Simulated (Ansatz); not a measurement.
The first iterations of a band of BCl2F + FH (6 atoms, charge 0, multiplicity 1).

The calculation used Ansatz 0.2.0, RKS r2SCAN/6-31G*.

```
movable images  : 9
climbing image  : yes
spring          : 5.0 eV/Å²
optimiser       : lbfgs
start path      : through a guess of the saddle point
force threshold : 0.05 eV/Å
iteration limit : 60
end points      : relaxed
largest step    : 0.02 Å
```

Initial state:

```xyz
6
Properties=species:S:1:pos:R:3
B 0.046 0.236 0.094
Cl 0.010 0.696 1.808
Cl 1.510 0.442 -0.845
F -1.092 -0.034 -0.507
F 0.322 -2.023 0.597
H 0.276 -1.981 1.534
```

Final state:

```xyz
6
Properties=species:S:1:pos:R:3
B 0.114 -0.397 -0.572
Cl 0.069 0.002 2.641
Cl 1.515 0.540 -1.036
F -1.099 0.084 -0.736
F 0.265 -1.624 -0.102
H 0.208 -1.268 2.487
```

| iteration | highest image above the first end (eV) | largest band force component (eV/Å) |
| --- | --- | --- |
| 1 | 2.178 | 4.408 |
| 2 | 1.968 | 3.864 |
| 3 | 1.755 | 3.313 |
| 4 | 1.588 | 2.893 |
| 5 | 1.440 | 2.638 |
| 6 | 1.303 | 2.414 |
| 7 | 1.177 | 2.227 |
| 8 | 1.056 | 2.040 |
| 9 | 0.942 | 1.858 |
| 10 | 0.833 | 1.667 |
| 11 | 0.729 | 1.479 |
| 12 | 0.644 | 1.261 |
| 13 | 0.603 | 1.090 |
| 14 | 0.570 | 0.914 |
| 15 | 0.542 | 0.770 |
| 16 | 0.518 | 0.616 |

Question: Does the band converge within its limit, and where does its top end?

Answer: The forces met the threshold. It ended after 49 iterations with the highest image 0.472 eV above the first end. Another band between the same ends (9 images) ends at a top of the same energy, where a vibrational analysis finds 1 clearly imaginary mode. The orbitals stay closed-shell, which can raise the energy where a bond breaks towards radicals; this wasn't checked here.

Run time: 19 min on 2 threads of Arm Neoverse V1 (shared host), peak memory 0.16 GiB.
